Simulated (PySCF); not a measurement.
Gas-phase reaction: TaF₅ + F₂O = TaOF₃ + 2 F₂

Computed with PySCF and rigid-rotor harmonic-oscillator thermochemistry at 1 bar. † marks an energy on the PBE0/def2-TZVP geometry and frequencies; other levels use their own. MP2 and CCSD(T) freeze the core. All species are closed-shell singlets. B3LYP is the form with VWN-RPA correlation. Ta: scalar-relativistic def2 core potential, no spin-orbit coupling. TaOF₃: computed as isolated molecules; such fragments, hydroxides, amides, oligomers or adducts are transient or little studied in the gas. MP2 isn't extrapolated to the basis-set limit; its ΔH°(298 K) is 412.6 kJ in def2-SVP and 422.3 kJ in def2-TZVPP. CCSD(T) isn't extrapolated to the basis-set limit; its ΔH°(298 K) is 424.3 kJ in def2-SVP and 434.9 kJ in def2-TZVPP. The harmonic model lacks anharmonicity and excited electronic states, which grow with temperature; levels with a mode under 35 cm⁻¹ are left out. Soft modes under 120 cm⁻¹ make the harmonic entropy rough for TaF₅. Warning, large T1 diagnostic: TaOF₃ (CCSD(T)/def2-SVP†).

```json
[
 {"level": "B3LYP/def2-TZVP†", "ΔE electronic, kJ": "448", "ΔH°(298 K), kJ": "445", "ΔS°(298 K), J/K": "134", "ΔG°(1200 K), kJ": "289"},
 {"level": "CCSD(T)/def2-SVP†", "ΔE electronic, kJ": "427", "ΔH°(298 K), kJ": "424", "ΔS°(298 K), J/K": "134", "ΔG°(1200 K), kJ": "268"},
 {"level": "CCSD(T)/def2-TZVPP†", "ΔE electronic, kJ": "438", "ΔH°(298 K), kJ": "435", "ΔS°(298 K), J/K": "134", "ΔG°(1200 K), kJ": "279"},
 {"level": "M06-2X/def2-TZVP†", "ΔE electronic, kJ": "462", "ΔH°(298 K), kJ": "459", "ΔS°(298 K), J/K": "134", "ΔG°(1200 K), kJ": "303"},
 {"level": "MP2/def2-SVP†", "ΔE electronic, kJ": "416", "ΔH°(298 K), kJ": "413", "ΔS°(298 K), J/K": "134", "ΔG°(1200 K), kJ": "256"},
 {"level": "PBE/def2-SVP", "ΔE electronic, kJ": "466", "ΔH°(298 K), kJ": "463", "ΔS°(298 K), J/K": "133", "ΔG°(1200 K), kJ": "309"},
 {"level": "PBE0/def2-QZVP†", "ΔE electronic, kJ": "463", "ΔH°(298 K), kJ": "460", "ΔS°(298 K), J/K": "134", "ΔG°(1200 K), kJ": "304"},
 {"level": "PBE0/def2-SVP†", "ΔE electronic, kJ": "467", "ΔH°(298 K), kJ": "464", "ΔS°(298 K), J/K": "134", "ΔG°(1200 K), kJ": "308"},
 {"level": "PBE0/def2-TZVP", "ΔE electronic, kJ": "455", "ΔH°(298 K), kJ": "452", "ΔS°(298 K), J/K": "134", "ΔG°(1200 K), kJ": "296"},
 {"level": "ωB97M-V/def2-TZVP†", "ΔE electronic, kJ": "463", "ΔH°(298 K), kJ": "460", "ΔS°(298 K), J/K": "134", "ΔG°(1200 K), kJ": "304"},
 {"level": "ωB97X-V/def2-TZVP†", "ΔE electronic, kJ": "466", "ΔH°(298 K), kJ": "462", "ΔS°(298 K), J/K": "134", "ΔG°(1200 K), kJ": "306"}
]
```
ΔH° is lowest at MP2/def2-SVP† and highest at PBE0/def2-SVP†. No reference value is set beside these.
